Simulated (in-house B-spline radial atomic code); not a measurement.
Results of a calculation; reference values are marked as such.
**Br in an electron gas of r_s = 2.4: phase shifts, screening, friction and resistivity**

A nucleus sits in a uniform electron gas with a rigid positive background. The Kohn-Sham equations are solved self-consistently in the spin-unpolarised LDA (PW92), non-relativistic, on B-splines with outgoing waves at the boundary and partial waves to l = 8. The model has no lattice, no bands and no magnetic solution. Atomic units; δ_l are the phase shifts at the Fermi level, counted so that each bound state adds π, and good to about 0.0005.

The density parameter is r_s = 2.4 bohr, near that of the valence electrons of In (3 per atom, density 7.31 g/cm³, mass 114.82 u, which gives r_s = 2.41).

```tsv
l	δ_l (rad)
0	11.0769
1	8.4587
2	3.6272
3	0.0480
4	0.0053
5	0.0010
6	0.0001
7	0.0002
8	0.0001
```

Bound levels below the band bottom (hartree): s -8.082, p -5.972, d -2.196, s -0.4475, p -0.05379 and deeper ones.

(1) Check the Friedel sum rule, and say where the screening charge sits.

(2) Find the transport cross section and the electronic stopping of a 1 keV Br ion (mass 79.9 u).

(3) What residual resistivity would 1 atomic per cent of such centres give in In?

(4) On a substitutional site the background of one host ion, a sphere holding 3 charges, is taken out. The phase shifts for l = 0 to 4 become 10.6953, 8.0846, 3.1110, -0.0244, -0.0056. What follows?

Answers

(1) k_F = (9π/4)^(1/3)/r_s = 0.79965. The rule is Z = (2/π) Σ (2l + 1) δ_l. The terms are s 7.052, p 16.155, d 11.546, f 0.214 and 0.041 beyond, in all 35.008 against Z = 35. Bound states hold 8 s, 18 p, 10 d electrons, so the scattering states carry -0.99 in all; where a term is smaller than its bound count, the bound level has drawn weight out of the band.

(2) σ_tr = (4π/k_F²) Σ (l + 1) sin²(δ_l − δ_(l+1)). The terms for l = 0 to 3 are 0.2498, 1.9718, 0.5388, 0.0073, all together 2.7677, so σ_tr = 19.652 × 2.7677 = 54.392 bohr². With n = 3/(4π r_s³) = 0.01727, the friction coefficient is Q = n k_F σ_tr = 0.7511. For v well below v_F = 0.800, dE/dx = Q v; with 24801 eV per u at v = 1, v = √(1000/(24801 × 79.9)) = 0.0225, so dE/dx = 0.01687 hartree/bohr = 8.68 eV/nm. The largest term couples the p and d waves.

(3) Δρ = k_F n_i σ_tr/n in atomic units of 21.74 μΩ·cm. With one host atom per 3 electrons, n_i/n = 0.01/3, so Δρ = 0.7996 × 0.00333 × 54.392 × 21.74 = 3.15 μΩ·cm. This is an atom added to the gas, as on an interstitial site.

(4) The Friedel sum is now 32.01, for Z − 3 = 32. The sum in σ_tr is 2.1246, so σ_tr = 41.75 bohr² and Δρ = 2.42 μΩ·cm per atomic per cent, 0.77 times the value above. A real host ion scatters too, so this model doesn't give zero even for the host's own atom.
